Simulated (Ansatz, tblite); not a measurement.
Removing and adding an electron: the cluster Hg₂TeCl₂. Charge 0, multiplicity 1. Geometry: r2SCAN-D4/def2-SVP. Ansatz, gas phase; energy differences of separate SCF runs; the oxidised species was run as a doublet alone; the reduced species was run as a doublet alone.

Cartesian coordinates in Å:
```
Hg -0.594 -1.634 0.707
Hg 0.072 1.646 -0.901
Te -2.016 0.049 -0.735
Cl 1.900 3.073 -1.056
Cl 0.638 -3.134 1.985
```

In the def2 sets Hg, Te take a core potential; there is no spin–orbit coupling. The xTB rows come from tblite. Correlated methods freeze 14 core orbitals; core or outer-core shells of Hg, Te are correlated, in sets that lack core-valence functions. The rows differ in basis, and correlated rows in double-zeta sets carry the largest basis error. The structure comes from a short search, and lower isomers may exist.

```tsv
level	−HOMO (eV)	vertical IE (eV)	−LUMO (eV)	vertical EA (eV)	HOMO–LUMO gap (eV)	IE − EA (eV)	remarks
GFN1-xTB	11.93	14.45	7.66	5.36	4.28	9.09	–
HF/def2-SVP	–	7.99	–	–	–	–	–
PBE-D4/def2-TZVPD	6.24	–	3.39	1.38	2.85	–	HOMO above zero (-1 doublet)
PBE0-D4/def2-TZVP	7.23	8.88	2.57	–	4.66	–	–
PBE0-D4/def2-TZVPD	7.24	–	2.61	1.24	4.63	–	HOMO above zero (-1 doublet)
CCSD(T)/def2-SVP	–	8.56	–	–	–	–	–
```

Problem. Estimate the rows for GFN2-xTB, HF/def2-TZVP, HF/def2-TZVPD, PBE-D4/def2-TZVP, MP2/def2-SVP, CCSD/def2-SVP.

Solution. 
```csv
level,−HOMO (eV),vertical IE (eV),−LUMO (eV),vertical EA (eV),HOMO–LUMO gap (eV),IE − EA (eV)
GFN2-xTB,11.87,14.25,8.27,5.76,3.59,8.50
HF/def2-TZVP,9.30,7.96,-0.49,–,9.79,–
HF/def2-TZVPD,9.30,–,-0.30,0.10,9.60,–
PBE-D4/def2-TZVP,6.22,8.67,3.35,–,2.87,–
MP2/def2-SVP,–,8.77,–,–,–,–
CCSD/def2-SVP,–,8.56,–,–,–,–
```

   A HOMO above zero means that the electron is unbound at that level or that self-interaction error raises the level; the energy of removing that electron tells which. Raw xTB energy differences between charge states are shifted by several eV; the methods need an empirical correction for them.
